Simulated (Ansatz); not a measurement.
Total energies of C2H8BN.

```
atom    x (Å)    y (Å)    z (Å)
  B1   0.2167   1.1380   0.7799
  C2   0.0323   0.2515  -0.5003
  C3   0.7092  -1.0702  -0.7136
  N4  -1.0745   0.2131   0.5122
  H5  -0.0374   2.3091   0.7309
  H6   0.9012   0.7084   1.6685
  H7  -0.3244   0.7144  -1.4174
  H8   1.0203  -1.5067   0.2398
  H9   1.6162  -0.9215  -1.3040
 H10   0.0816  -1.7956  -1.2444
 H11  -1.9565   0.6193   0.2426
 H12  -1.1848  -0.6598   1.0059
```

Total charge 0; spin multiplicity 1. The bonds changed during the relaxation, so this is another structure than the one it started from. The geometry is a stationary point of PBE0-D4/def2-TZVP. It is one conformer, not always the lowest. Basis def2-TZVPP, Ansatz.

RPA on PBE orbitals: Hartree–Fock energy of these orbitals -159.53258 Eh, correlation -1.15383 Eh (frozen core).

```json
{"functional": "revPBE", "energy without D4 (Eh)": "-160.62742", "D4 term (kJ/mol)": "-66.6"}
{"functional": "BLYP", "energy without D4 (Eh)": "-160.58875", "D4 term (kJ/mol)": "-41.9"}
{"functional": "r2SCAN", "energy without D4 (Eh)": "-160.57645", "D4 term (kJ/mol)": "-4.6"}
{"functional": "PBE0", "energy without D4 (Eh)": "-160.47872", "D4 term (kJ/mol)": "-15.2"}
{"functional": "B3LYP", "energy without D4 (Eh)": "-160.69149", "D4 term (kJ/mol)": "-29.4"}
{"functional": "r2SCANh", "energy without D4 (Eh)": "-160.57133", "D4 term (kJ/mol)": "-4.7"}
{"functional": "r2SCAN0", "energy without D4 (Eh)": "-160.56439", "D4 term (kJ/mol)": "-5.2"}
{"functional": "HSE06 (plane-wave form)", "energy without D4 (Eh)": "-160.46849", "D4 term (kJ/mol)": "-14.0"}
{"functional": "BHLYP", "energy without D4 (Eh)": "-160.57872", "D4 term (kJ/mol)": "-19.8"}
{"functional": "LC-ωPBE", "energy without D4 (Eh)": "-160.58240", "D4 term (kJ/mol)": "–"}
{"functional": "ωB97X-V", "energy without D4 (Eh)": "-160.63433", "D4 term (kJ/mol)": "–"}
{"functional": "ωB97M-V", "energy without D4 (Eh)": "-160.58863", "D4 term (kJ/mol)": "–"}
{"functional": "B2PLYP", "energy without D4 (Eh)": "-160.52594", "D4 term (kJ/mol)": "–"}
{"functional": "PBE-QIDH", "energy without D4 (Eh)": "-160.45695", "D4 term (kJ/mol)": "–"}
```

Question: Give the same for LDA (SPW92), PBE, B97M-V, CAM-B3LYP. (An estimate is asked.)

Answer: Ansatz gave: 
| functional | energy without D4 (Eh) | D4 term (kJ/mol) |
| --- | --- | --- |
| LDA (SPW92) | -159.16862 | – |
| PBE | -160.44971 | -18.4 |
| B97M-V | -160.68075 | – |
| CAM-B3LYP | -160.58814 | -15.1 |

B3LYP takes the VWN-RPA correlation (the form of Gaussian; ORCA's B3LYP/G). HSE06 is the plane-wave form, built on full-range PBE exchange. The double hybrids freeze the cores in their second-order part.

LC-ωPBE has ω = 0.4 bohr⁻¹.
